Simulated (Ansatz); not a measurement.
Consider the substitution at a C–C bond: `CC(C)C=N` + `O[SiH3]` → `CC(C)O[SiH3]` + `C=N`.

Gas-phase electronic energies from Ansatz, PBE0-D4/def2-TZVP geometries. CCSD(T)/CBS is the MP2 limit (def2-TZVPP, def2-QZVPP) plus CCSD(T) − MP2 in def2-TZVPP, frozen cores. This one scheme is used for every species. Functionals use def2-TZVPP. Each species was taken in one conformer, which may not be the lowest.

```tsv
level	ΔE (kJ/mol)
ωB97X-V	49.6
ωB97M-V	51.9
B2PLYP	51.3
PBE0	56.5
CCSD/def2-TZVPP	51.8
CCSD(T)/def2-TZVPP	52.8
SCS-MP2/def2-QZVPP	55.0
HF/CBS(def2)	42.1
```

(1) What does CCSD(T)/CBS give? (An estimate is asked.)

Largest T1 diagnostic among the species: 0.012.

Results:

(1) Ansatz gave: +54.6 kJ/mol. The listed levels differ from it by -5.0, -2.7, -3.3, 1.9, -2.8, -1.8, 0.4, -12.5 kJ/mol.

In def2-TZVPP, CCSD(T) changes the Hartree–Fock value by +10.4 kJ/mol (the triples alone add +1.0 kJ/mol) and MP2 by +18.2 kJ/mol.
